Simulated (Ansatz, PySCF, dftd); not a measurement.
System: BNH5, charge 0, doublet. BNH5 (SMILES [BH2-][NH3+], doublet).
B3LYP-D3(BJ)/def2-TZVP minimum from Ansatz (a first-principles code):
```xyz
7

B     -0.9601     0.1312    -0.0137
N      0.6350    -0.1348    -0.0398
H     -1.2139     1.2024    -0.4773
H     -1.4396    -0.2957     0.9936
H      0.8305    -1.1085     0.1748
H      1.1723     0.4349     0.6229
H      1.0057     0.0542    -0.9668
```
Charge 0, spin multiplicity 2.

Quantity: enthalpy of formation at 298 K (by atomisation, with ideal-gas terms from PySCF's Hessian at B3LYP-D3(BJ)/def2-TZVP and the atoms' measured values of the G2/97 table; no spin-orbit terms), in kcal/mol. Open shells are spin-unrestricted; no spin-orbit coupling. Correlated methods leave the cores frozen. Rows without X2C or -DK are non-relativistic. CBS(X,Y): correlation extrapolated as X^-3, Hartree-Fock from the larger set. A bracket is a step between two methods taken in the basis named. The functionals are non-relativistic, so their misses hold any scalar relativity. Double hybrids freeze cores in their MP2 part. 'core' is core correlation in cc-pwCVTZ, 'X2C' scalar relativity in cc-pVTZ-DK, both at CCSD(T). Where a partner has so few electrons that a lower coupled-cluster level is exact, that level stands in.

| level | program | enthalpy of formation at 298 K (kcal/mol) | difference against the last row |
|---|---|---|---|
| r2SCAN-D3(BJ)/def2-TZVPD | Ansatz + dftd3 | 32.5 | -3.3 |
| PBE0/def2-TZVPD | Ansatz | 35.5 | -0.3 |
| r2SCANh-D4/def2-TZVPD | Ansatz + dftd4 | 35.0 | -0.8 |
| CAM-B3LYP-D3(BJ)/def2-TZVPD | Ansatz + dftd3 | 29.2 | -6.6 |
| wB97X-V/def2-TZVPD | Ansatz | 36.0 | 0.2 |
| B2GP-PLYP-D3(BJ)/def2-TZVPD | Ansatz + dftd3 | 42.6 | 6.8 |
| B2GP-PLYP/def2-TZVPD | Ansatz | 43.4 | 7.6 |
| MP2/cc-pVDZ | Ansatz | 77.8 | 42.0 |
| CCSD(T)/cc-pVDZ | Ansatz | 77.8 | 42.0 |
| CCSD(T)/cc-pVQZ | Ansatz | 42.1 | 6.3 |
| CCSD(T)/CBS(cc-pVTZ,cc-pVQZ) | Ansatz | 37.4 | 1.6 |
| CCSDT(Q)/aug-cc-pVDZ | Ansatz | 71.9 | 36.1 |
| CCSDT(Q)/cc-pVDZ | Ansatz | 77.5 | 41.7 |
| CCSDT(Q)/cc-pVTZ | Ansatz | 49.2 | 13.4 |
| CCSD(T)/CBS(cc-pVTZ,cc-pVQZ) + [CCSDT(Q) - CCSD(T)]/cc-pVTZ + core + X2C | Ansatz | 35.8 | 0.0 |
